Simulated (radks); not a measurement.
The numbers below are computed, except where a source is named.
Ionisation of neutral bismuth, [Hg] 6p3, to Bi+, [Hg] 6p2, under several functionals. Scalar-relativistic Kohn-Sham, spin-polarised, spherical densities, finite nucleus; open shells are filled with parallel spins first (spin-orbit coupling, left out, can overturn this in heavy ions); a radial shooting solver on a logarithmic mesh with Libxc functionals.

exchange-only B88: E(Bi) (hartree) -21520.9022; Exc (hartree) -391.0405; IE (eV) 7.931; -e(HOMO) (eV) 4.641; <r> HOMO (bohr) 3.082; IE error (eV) +0.646
SOGGA: E(Bi) (hartree) -21517.9788; Exc (hartree) -388.1994; IE (eV) 8.492; -e(HOMO) (eV) 5.137; <r> HOMO (bohr) 3.008; IE error (eV) +1.207
exchange-only r2SCAN: E(Bi) (hartree) -21521.7674; Exc (hartree) -390.0320; IE (eV) 8.278; -e(HOMO) (eV) 5.037; <r> HOMO (bohr) 3.038; IE error (eV) +0.993
Wu-Cohen GGA: E(Bi) (hartree) -21522.9601; Exc (hartree) -393.1641; IE (eV) 8.568; -e(HOMO) (eV) 5.201; <r> HOMO (bohr) 3.006; IE error (eV) +1.283
r2SCAN: E(Bi) (hartree) -21526.8748; Exc (hartree) -395.2082; IE (eV) 8.881; -e(HOMO) (eV) 5.539; <r> HOMO (bohr) 2.985; IE error (eV) +1.596
RPBE: E(Bi) (hartree) -21524.9081; Exc (hartree) -395.1224; IE (eV) 8.496; -e(HOMO) (eV) 5.152; <r> HOMO (bohr) 3.015; IE error (eV) +1.211
SCAN: E(Bi) (hartree) -21527.6335; Exc (hartree) -396.1480; IE (eV) 8.912; -e(HOMO) (eV) 5.562; <r> HOMO (bohr) 2.976; IE error (eV) +1.626

NIST Atomic Spectra Database: 7.286 eV (measured). Closest: exchange-only B88. The Delta-SCF values span 0.98 eV, the total energies 9.65 hartree. The highest occupied level is 6p. Open shells are spherical and high-spin; term and fine-structure splittings are not resolved. Spin-orbit splitting is averaged out at the scalar-relativistic level.
